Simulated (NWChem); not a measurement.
# Basis-set convergence for H₂

SMILES: [H][H]
```xyz
2

H      0.0000     0.0000     0.3842
H      0.0000     0.0000    -0.3842
```
Charge 0, spin multiplicity 1.

All runs are NWChem calculations. Structure: optimised with PBE/def2-SVP, a minimum by its harmonic frequencies.

Quantity: LUMO energy at the level PBE0.

The Pople sets run with spherical d functions. The structure started from a generated list of species.

```tsv
basis	functions	LUMO energy (eV)
STO-3G	2	11.51
6-31G*	4	2.92
6-31+G*	4	2.92
3-21G	4	3.39
def2-SVPD	16	1.81
aug-cc-pVDZ	18	0.68
aug-pcseg-1	18	0.66
cc-pVTZ	28	1.86
aug-cc-pVTZ	46	0.65
def2-QZVP	60	1.42
```

Smallest basis within 0.2 eV of def2-QZVP, the largest set run: no smaller one. def2-QZVP isn't the basis-set limit itself, and a small set can land close by cancellation.

This LUMO lies above zero in the largest set, so its value hangs on the diffuse functions.
